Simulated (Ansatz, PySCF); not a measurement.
Process, species as SMILES: [SiH3]c1cccnc1 [pyridin-3-ylsilane] + 6 C (CH4) + N (NH3) → 2 C=C (C2H4) [ethene] + C=N (CH3N) + 2 CC (C2H6) [ethane] + CN (CH5N) [methanamine] + C[SiH3] [methylsilane]
Geometries: B3LYP-D3(BJ)/def2-TZVP minima from Ansatz (a program for electronic structure). Unstable Hartree-Fock reference: [SiH3]c1cccnc1.
Geometry of the first species:
SMILES: [SiH3]c1cccnc1
```xyz
14

Si     2.3020     0.3029    -0.0042
C      0.4441     0.0743    -0.0028
C     -0.4380     1.1489    -0.1529
C     -1.8047     0.9216    -0.1443
C     -2.2582    -0.3834     0.0151
N     -1.4446    -1.4273     0.1603
C     -0.1324    -1.1908     0.1497
H      2.9499    -1.0162     0.1735
H      2.7488     0.9048    -1.2831
H      2.7133     1.2078     1.0955
H     -0.0617     2.1583    -0.2758
H     -2.5094     1.7346    -0.2584
H     -3.3217    -0.5980     0.0266
H      0.5000    -2.0648     0.2705
```
Charge 0, spin multiplicity 1.

Wanted: bond separation energy (enthalpy at 298 K, with B3LYP-D3(BJ) rigid-rotor harmonic-oscillator terms from PySCF), in eV. Valence correlation only, unless marked. No spin-orbit coupling. Non-relativistic. CBS marks a two-point X^-3 extrapolation of the correlation energy; Hartree-Fock from the larger set. The bracket is a focal-point correction in the basis named.

```
level                                                                 program  bond separation energy (eV)
-------------------------------------------------------------  --------------  ---------------------------
HF/6-31G                                                               Ansatz                         3.01
revPBE-D3(BJ)/def2-TZVPD                                       Ansatz + dftd3                         3.16
PBE0-D3(BJ)/def2-TZVP                                          Ansatz + dftd3                         3.13
PBE0/def2-TZVPD                                                        Ansatz                         3.06
CAM-B3LYP/def2-TZVPD                                                   Ansatz                         2.91
LC-wPBE-D4/def2-TZVPD                                          Ansatz + dftd4                         3.02
RI-MP2/CBS(cc-pV(T+d)Z,cc-pV(Q+d)Z)+[CCSD(T)-MP2]/cc-pV(T+d)Z          Ansatz                         2.95
```
